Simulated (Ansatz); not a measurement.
Gas-phase electronic energies from Ansatz, PBE0-D4/def2-TZVP geometries. CBS: MP2 limit from def2 TZ/QZ plus the TZ coupled-cluster correction, frozen cores. Functionals use def2-TZVPP. B3LYP here is the variant with VWN-RPA as its local correlation; programs differ in this. For Ge outer-core shells are correlated without core-valence functions, which leaves a few kJ/mol of doubt a bond. Scalar relativity is left out up to krypton. Each species was taken in one conformer, which may not be the lowest.

Consider the ligand exchange at the Si–O bond: `O[SiH](F)O[SiH2]F` + `[NH2][GeH2][OH]` → `[OH][GeH2][NH][SiH](O)F` + `O[SiH2]F`.

```csv
level,ΔE (kcal/mol),difference from CCSD(T)/CBS
PBE-D4,6.2,-2.0
r2SCAN-D4,8.0,-0.2
PBE0-D4,7.2,-1.0
B3LYP-D4,8.4,0.2
ωB97X-V,8.0,-0.2
ωB97M-V,7.6,-0.6
B2PLYP,9.1,0.9
PBE,7.1,-1.1
r2SCAN,8.2,0.0
PBE0,7.9,-0.3
B3LYP,9.8,1.6
HF/def2-TZVPP,13.6,5.4
MP2/def2-TZVPP,7.6,-0.6
SCS-MP2/def2-TZVPP,8.8,0.6
CCSD/def2-TZVPP,8.8,0.6
CCSD(T)/def2-TZVPP,7.8,-0.4
HF/def2-QZVPP,14.2,6.0
MP2/def2-QZVPP,8.0,-0.2
SCS-MP2/def2-QZVPP,9.2,1.0
HF/CBS(def2),14.3,6.1
MP2/CBS(def2),7.9,-0.3
CCSD/CBS(def2),9.2,1.0
CCSD(T)/CBS,8.2,0
```

Largest T1 diagnostic among the species: 0.012.

From PBE to PBE0 (25 % exact exchange), in def2-TZVPP and without D4, ΔE moves by +0.8 kcal/mol. In def2-TZVPP, CCSD(T) changes the Hartree–Fock value by −5.7 kcal/mol (the triples alone add −1.0 kcal/mol) and MP2 by −6.0 kcal/mol.

CCSD(T)/CBS has its own doubt, a few kJ/mol and more with outer-core shells, so smaller differences from it don't rank the levels.
